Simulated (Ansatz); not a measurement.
Molecule: sum formula HSiOCl2, charge 0, multiplicity 2. It need not be the lowest isomer of its formula. 
Geometry from a B3LYP-D3(BJ)/def2-TZVP (Ansatz, a program for electronic structure) optimisation:
SMILES: [SiH]([O])(Cl)Cl
```xyz
5

O     -0.1808     1.8145    -0.6965
Si    -0.0287     0.4936     0.2800
Cl     1.7025    -0.5267    -0.0707
Cl    -1.5925    -0.7998     0.0729
H     -0.0227     1.1224     1.6142
```
Charge 0, spin multiplicity 2.

Quantity: atomisation energy (electronic, to ground-state atoms), in kcal/mol. Valence correlation only, unless marked. Open shells are spin-unrestricted. Spin-orbit coupling is left out. Non-relativistic unless marked X2C. The coupled-cluster limit lacks core correlation, which all-electron functionals hold. CBS(X,Y): correlation extrapolated as X^-3; Hartree-Fock from the larger set (for Q and 5 zeta extrapolated as (X+1)exp(-9√X)).

```csv
level,program,atomisation energy (kcal/mol)
BLYP-D4/def2-TZVPD,Ansatz + dftd4,366.7
PBE0/def2-SVP,Ansatz,358.3
CCSD/def2-TZVPP,Ansatz,348.4
X2C-CCSD(T)/cc-pVTZ-DK,Ansatz,…
"CCSD(T)/CBS(cc-pV(Q+d)Z,cc-pV(5+d)Z)",Ansatz,…
```

Task: Fill in the missing entries.

Result: 
- X2C-CCSD(T)/cc-pVTZ-DK, atomisation energy (kcal/mol): 349.1
- CCSD(T)/CBS(cc-pV(Q+d)Z,cc-pV(5+d)Z), atomisation energy (kcal/mol): 372.9
